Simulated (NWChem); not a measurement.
Everything below was run with NWChem. System: H6N2Si, charge 0, spin multiplicity 1, at a geometry optimised with PBE/def2-SVP. The structure started from a generated list of species. Level: MP2/pcseg-1, 7 core orbitals frozen.

Input file:

```
start mol
memory heap 200 mb stack 900 mb global 1100 mb
geometry units angstroms nocenter noautoz
  Si     0.000000     0.000000     0.508234
  N      0.053933    -1.401782    -0.520082
  N     -0.053933     1.401782    -0.520082
  H     -1.202344     0.194978     1.406416
  H      1.202344    -0.194978     1.406416
  H     -0.715262    -1.594772    -1.166012
  H      0.456664    -2.268709    -0.157471
  H     -0.456664     2.268709    -0.157471
  H      0.715262     1.594772    -1.166012
  symmetry group C2
end
basis spherical
  * library pcseg-1
end
scf
  rhf
  nopen 0
  maxiter 100
  thresh 1e-7
  semidirect memsize 60000000 filesize 0
end
mp2
  freeze core 7
end
task mp2 energy
```

Part of the output:

```
             Northwest Computational Chemistry Package (NWChem) 7.3.0
             --------------------------------------------------------

                                NWChem Input Module
                                -------------------

 Scaling coordinates for geometry "geometry" by  1.889725989
 (inverse scale =  0.529177249)

 Turning off AUTOSYM since
 SYMMETRY directive was detected!

                             Geometry "geometry" -> ""
                             -------------------------

 Output coordinates in angstroms (scale by  1.889725989 to convert to a.u.)

  No.       Tag          Charge          X              Y              Z
 ---- ---------------- ---------- -------------- -------------- --------------
    1 Si                  14.0000     0.00000000     0.00000000     0.50823400
    2 N                    7.0000     0.05393300    -1.40178200    -0.52008200
    3 N                    7.0000    -0.05393300     1.40178200    -0.52008200
    4 H                    1.0000    -1.20234400     0.19497800     1.40641600
    5 H                    1.0000     1.20234400    -0.19497800     1.40641600
    6 H                    1.0000    -0.71526200    -1.59477200    -1.16601200
    7 H                    1.0000     0.45666400    -2.26870900    -0.15747100
    8 H                    1.0000    -0.45666400     2.26870900    -0.15747100
    9 H                    1.0000     0.71526200     1.59477200    -1.16601200

 Effective nuclear repulsion energy (a.u.)     118.0527960496

            Nuclear Dipole moment (a.u.)
            ----------------------------
        X                 Y               Z
 ---------------- ---------------- ----------------
     0.0000000000    -0.0000000000    -0.0000113384

      Symmetry information
      --------------------

 Group name             C2
 Group number              4
 Group order               2
 No. of unique centers     5

      Symmetry unique atoms

     1    2    4    6    7


 Summary of "ao basis" -> "" (spherical)
 ------------------------------------------------------------------------------
       Tag                 Description            Shells   Functions and Types
 ---------------- ------------------------------  ------  ---------------------
 *                          pcseg-1                   on all atoms

 Summary of "ao basis" -> "ao basis" (spherical)
 ------------------------------------------------------------------------------
       Tag                 Description            Shells   Functions and Types
 ---------------- ------------------------------  ------  ---------------------
 Si                         pcseg-1                  8       18   4s3p1d
 N                          pcseg-1                  6       14   3s2p1d
 H                          pcseg-1                  3        5   2s1p

                                 NWChem SCF Module
                                 -----------------

  ao basis        = "ao basis"
  functions       =    76
  atoms           =     9
  closed shells   =    17
  open shells     =     0
  charge          =   0.00
  wavefunction    = RHF
  use symmetry    = T
  symmetry adapt  = T

 Summary of "ao basis" -> "ao basis" (spherical)
 ------------------------------------------------------------------------------
       Tag                 Description            Shells   Functions and Types
 ---------------- ------------------------------  ------  ---------------------
 Si                         pcseg-1                  8       18   4s3p1d
[...]
    35     -0.632655  3 N  s                 27      0.190378  2 N  pz
    41     -0.190378  3 N  pz

 Vector   19  Occ=0.000000D+00  E= 1.557219D-01  Symmetry=a
              MO Center=  4.9D-16, -4.2D-16, -5.6D-01, r^2= 7.2D+00
   Bfn.  Coefficient  Atom+Function         Bfn.  Coefficient  Atom+Function
  ----- ------------  ---------------      ----- ------------  ---------------
    13      0.932701  1 Si pz                21      0.797234  2 N  s
    35      0.797234  3 N  s                  4      0.576393  1 Si s
    48     -0.508060  4 H  s                 53     -0.508060  5 H  s
    63     -0.472591  7 H  s                 68     -0.472591  8 H  s
    58     -0.424891  6 H  s                 73     -0.424891  9 H  s

 Vector   20  Occ=0.000000D+00  E= 1.941577D-01  Symmetry=a
              MO Center= -1.5D-15,  3.2D-15,  8.5D-01, r^2= 8.5D+00
   Bfn.  Coefficient  Atom+Function         Bfn.  Coefficient  Atom+Function
  ----- ------------  ---------------      ----- ------------  ---------------
    13      1.635795  1 Si pz                63      0.862416  7 H  s
    68      0.862416  8 H  s                 48     -0.590569  4 H  s
    53     -0.590569  5 H  s                 26      0.474116  2 N  py
    40     -0.474116  3 N  py                58      0.410830  6 H  s
    73      0.410830  9 H  s                 21     -0.252425  2 N  s

 center of mass
 --------------
 x =   0.00000000 y =   0.00000000 z =  -0.00546836

 moments of inertia (a.u.)
 ------------------
         329.209766369477           8.495337448661           0.000000000000
           8.495337448661          92.938804256511           0.000000000000
           0.000000000000           0.000000000000         268.031318074245

  Mulliken analysis of the total density
  --------------------------------------

    Atom       Charge   Shell Charges
 -----------   ------   -------------------------------------------------------
    1 Si  14    12.91   2.00  2.00  0.81  0.07  6.00  1.71  0.02  0.31
    2 N    7     7.72   2.00  0.79  0.70  2.46  1.76  0.01
    3 N    7     7.72   2.00  0.79  0.70  2.46  1.76  0.01
    4 H    1     1.24   0.77  0.46  0.01
    5 H    1     1.24   0.77  0.46  0.01
    6 H    1     0.79   0.71  0.05  0.04
    7 H    1     0.79   0.71  0.05  0.04
    8 H    1     0.79   0.71  0.05  0.04
    9 H    1     0.79   0.71  0.05  0.04

       Multipole analysis of the density wrt the origin
       ------------------------------------------------

     L   x y z        total         open         nuclear
     -   - - -        -----         ----         -------
     0   0 0 0     -0.000000      0.000000     34.000000

     1   1 0 0     -0.000000      0.000000      0.000000
     1   0 1 0      0.000000      0.000000     -0.000000
     1   0 0 1     -0.056502      0.000000     -0.000011

     2   2 0 0    -21.325140      0.000000     15.613652
     2   1 1 0      0.962591      0.000000     -4.706696
     2   1 0 1      0.000000      0.000000      0.000000
     2   0 2 0    -15.787748      0.000000    153.436521
     2   0 1 1      0.000000      0.000000      0.000000
     2   0 0 2    -21.882974      0.000000     50.451259

                   NWChem MP2 Semi-direct Energy/Gradient Module
                   ---------------------------------------------

  Basis functions       =     76
  Molecular orbitals    =     76
  Frozen core           =      7
  Frozen virtuals       =      0
  Active alpha occupied =     10
  Active beta occupied  =     10
  Active alpha virtual  =     59
  Active beta virtual   =     59
  Use MO symmetry       = T
  Use skeleton AO sym   = T

  AO/Fock/Back tols     =   1.0D-09  1.0D-09  1.0D-09

 GA uses MA = F    GA memory limited = T

 Available:
  local mem=  1.26D+08
 global mem=  1.44D+08
 local disk=  0.00D+00
  mp2_memr nvloc                    59
  nvloc new                    59
   1 passes of  10:        3145728                      26828                   5783223.
   1 passes of  10: M    126151301           G      144167648           F     123005573.

 Semi-direct pass number   1 of   1  for RHF alpha+beta  at        2.4s
  vrange nnbf                  2878
  mp2_eaftype                    22  avail_ma_in_mb                  1099
 EAF : mp2_eaftype filesize          22    2891612.
  mp2_eaf for mointskh                     22
Node 0 wrote     13.6 Mb in      0.0 s     Agg I/O rate:  1441.7 Mb/s
 Done moints_semi at        6.8s
  mp2_eaftype                    22  avail_ma_in_mb                  1077
 EAF : mp2_eaftype filesize          22    2891612.
  mp2_eaf for kh                    22
 Done maket at        7.0s
 Done multipass loop at        7.0s

          -------------------------------------------
          SCF energy                -401.324000972773
          Correlation energy          -0.447708270798
          Singlet pairs               -0.293395648301
          Triplet pairs               -0.154312622497
          Total MP2 energy          -401.771709243571
          -------------------------------------------

          ---------------------------------------------------
                    Spin Component Scaled (SCS) MP2
          Same spin pairs                     -0.102875081664
          Same spin scaling factor             0.333333333333
          Opposite spin pairs                 -0.344833189133
          Opposite spin scaling fact.          1.200000000000
          SCS-MP2 correlation energy          -0.448091520848
          Total SCS-MP2 energy              -401.772092493621
          ---------------------------------------------------

 -----------------------
 Performance information
 -----------------------

 Timer overhead =  3.76D-07 seconds/call

               Nr. of calls         CPU time (s)                 Wall time (s)                GFlops
             ---------------    -------------------     ------------------------------   -------------------
Name         Min   Avg   Max    Min     Avg     Max     Min     Avg     Max   Mx/calls   Min     Max     Sum
mp2: moin     1     1     1    4.4     4.4     4.4      4.4     4.4     4.4     4.4      0.0     0.0     0.0
mp2: make     1     1     1   0.24    0.24    0.24     0.24    0.24    0.24    0.24      0.0     0.0     0.0
mp2: tota     1     1     1    4.7     4.7     4.7      4.7     4.7     4.7     4.7      0.0     0.0     0.0

 The average no. of pstat calls per process was 3.00D+00
 with a timing overhead of 1.13D-06s

 Task  times  cpu:        7.0s     wall:        7.0s

 Total times  cpu:        7.0s     wall:        7.0s
```
